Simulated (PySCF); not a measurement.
## Correlation energy of As²⁺ (arsenic, charge +2)

[Ar] 3d10 4s2 4p1, 2P determinant. Computed with PySCF 2.14 in cc-pVTZ-PP with ECP10MDF (5s4p3d1f, 39 functions), with a scalar-relativistic core potential. Frozen: 3s2 3p6 3d10; 3 electrons correlated.

MP2 pair energies summed by pair of shells (mhartree):

```tsv
pair	energy	share (%)
4s-4s	-22.40	55.5
4s-4p	-17.92	44.5
```

Total MP2 correlation energy: -40.32 mhartree.

Same-spin part -2.64 and opposite-spin part -37.68 mhartree; SCS-MP2 scales them by 1/3 and 6/5 to -46.10 mhartree.

| level | correlation energy (mhartree) |
| --- | --- |
| CCSD | -54.54 |
| (T) | -0.72 |
| CCSD(T) | -55.26 |

Diagnostics: T1 = 0.0087, D1 = 0.0199, largest double amplitude 0.095.

Q: Is a single reference adequate?

A: Mostly. T1 lies below 0.03, but a double amplitude of this size points to a near-degeneracy that CCSD handles and MP2 describes poorly.
